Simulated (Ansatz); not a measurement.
Species: SOF, charge 0, doublet. SOF (SMILES O=[S]F, doublet).
B3LYP-D3(BJ)/def2-TZVP minimum from Ansatz (a first-principles code):
```xyz
3

O     -1.2135    -0.4937     0.0699
S     -0.1129     0.4581    -0.0167
F      1.2793    -0.3756    -0.0325
```
Charge 0, spin multiplicity 2.

Hartree-Fock and CCSD(T) correlation energies in hartree (Ansatz). Radicals and triplets start from unrestricted determinants; spin-orbit coupling is neglected. Cores are frozen in correlated methods. No relativity. The UHF reference of FOS (O=[S]F, doublet) is spin-contaminated (<S^2> up to 0.04 over the pure value in the sets run).

| basis | X | E(HF) | E(corr, CCSD(T)) |
|---|---|---|---|
| cc-pV(T+d)Z | 3 | -571.87671 | -0.68583 |
| cc-pV(Q+d)Z | 4 | -571.89772 | -0.74240 |
| cc-pV(5+d)Z | 5 | -571.90297 | withheld |

Question: Fit E(corr) = E∞ + A/X³ to X = 3 and 4, predict X = 5, and compare with the run.

Answer: A = (-0.68583 - (-0.74240))/(1/27 - 1/64) = 2.6420; E∞ = -0.74240 - A/64 = -0.78368; at X = 5, E∞ + A/125 = -0.76255. The run gave -0.76352, 0.97 mEh below the prediction. The same form on X = 4 and 5 gives E∞ = -0.78568, 2.00 mEh below the first estimate.
